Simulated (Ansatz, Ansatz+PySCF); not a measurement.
```yaml
atoms:
  - { symbol: O, position_ang: [0.0000, 0.0000, -0.5941] }
  - { symbol: O, position_ang: [0.0000, 0.0000, 0.5941] }
  - { symbol: B, position_ang: [30.0000, 0.0000, -0.7514] }
  - { symbol: H, position_ang: [30.0000, 0.0000, 3.7571] }
```

Basis set: 6-31G (spherical functions). Left uncorrelated: 3 orbitals. Charge 0, multiplicity 3.

Computed with Ansatz (development build ahead of 0.2.0); each method stands on the lowest determinant of its kind that the runs found.

**Question.** Give the atomization energy at this shape (free ground-state atoms in the same class of orbitals less the molecule, no zero-point energy) of triplet BHO₂ in separate pieces by UHF-CCSD(T), UHF-MP2, UHF.

**Answer.**

```tsv
method	atomization energy
UHF-CCSD(T)	65.12 kcal/mol
UHF-MP2	74.14 kcal/mol
UHF	-9.28 kcal/mol
```

Caution: the unrestricted determinant is a mixture of spin states.

This basis has no polarisation functions and is too small for such energies, which can lie far from measured ones in either direction.
